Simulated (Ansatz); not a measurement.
This geometry of CH7AsSeSi (11 atoms, charge 0, multiplicity 1) is a first-order saddle point.

All numbers below come from Ansatz 0.2.0, RKS PBE0-D4/def2-SVP.

```xyz
11
Properties=species:S:1:pos:R:3
C -0.902 1.127 0.194
Si 0.111 -0.210 -0.651
As 1.837 -1.045 0.773
Se -1.215 -1.936 -1.378
H -0.262 1.982 0.461
H -1.708 1.472 -0.471
H -1.358 0.737 1.117
H 0.711 0.288 -1.926
H 1.571 0.029 1.826
H 2.890 -0.178 0.090
H -1.608 -2.323 -0.013
```

Which two structures does it join? (They come from a converged band through this point; their orientation in space is the band's.)

No bond is made or broken. The dihedral C1–Si2–As3–H10 goes from -38 to -163°.

First end point:

```xyz
11
Properties=species:S:1:pos:R:3
C -0.788 1.207 0.099
Si 0.130 -0.181 -0.770
As 2.075 -0.915 0.374
Se -1.221 -2.000 -1.134
H -0.137 2.089 0.205
H -1.682 1.492 -0.476
H -1.107 0.892 1.104
H 0.528 0.230 -2.151
H 1.264 -1.156 1.646
H 2.440 0.504 0.816
H -1.437 -2.221 0.306
```

Last end point:

```xyz
11
Properties=species:S:1:pos:R:3
C -1.027 1.212 0.155
Si 0.114 -0.111 -0.530
As 1.612 -0.813 1.170
Se -1.040 -1.949 -1.273
H -0.452 2.104 0.450
H -1.768 1.507 -0.604
H -1.567 0.841 1.040
H 0.810 0.371 -1.762
H 2.377 0.509 1.146
H 2.550 -1.457 0.157
H -1.544 -2.271 0.073
```

How far does it lie above each of them?

0.065 eV above the first and 0.070 eV above the second. This is the barrier of this one path; another mechanism may lie lower.

Run time: 6.6 min on 2 threads of Arm Neoverse V1 (shared host), peak memory 0.38 GiB.
